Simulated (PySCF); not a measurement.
PGME (C4H10O2), SMILES COCC(C)O. The structure is a stationary point at PBE-D3(BJ)/def2-SVP. The values are those of a single conformer.

Method: PySCF 2.14.0 with PBE-D3(BJ)/def2-SVP.

Harmonic wavenumbers (cm⁻¹): 90, 131, 179, 223, 239, 338, 379, 476, 491, 523, 850, 907, 916, 983, 1062, 1107, 1133, 1145, 1167, 1185, 1215, 1246, 1305, 1330, 1353, 1393, 1403, 1409, 1418, 1422, 1427, 1450, 2868, 2881, 2898, 2933, 2955, 2977, 3063, 3070, 3080, 3635. Rotational constants (GHz): 7.855, 1.927, 1.662; symmetry number 1.

**Question.** Work out the zero-point energy and the ideal-gas rigid-rotor harmonic-oscillator thermochemistry at 298.15 K and 1 atm.

**Answer.** ZPE = ½ Σ hcν = ½ × 60257 cm⁻¹ = 86.14 kcal/mol. H − E(el) = 91.58 kcal/mol. Entropy in cal/(mol K): translation 39.41, rotation 26.95, vibration 18.08, total 84.44. G − E(el) = 66.40 kcal/mol. Cp = 29.11 cal/(mol K). Modes under 150 cm⁻¹ make the vibrational entropy uncertain.
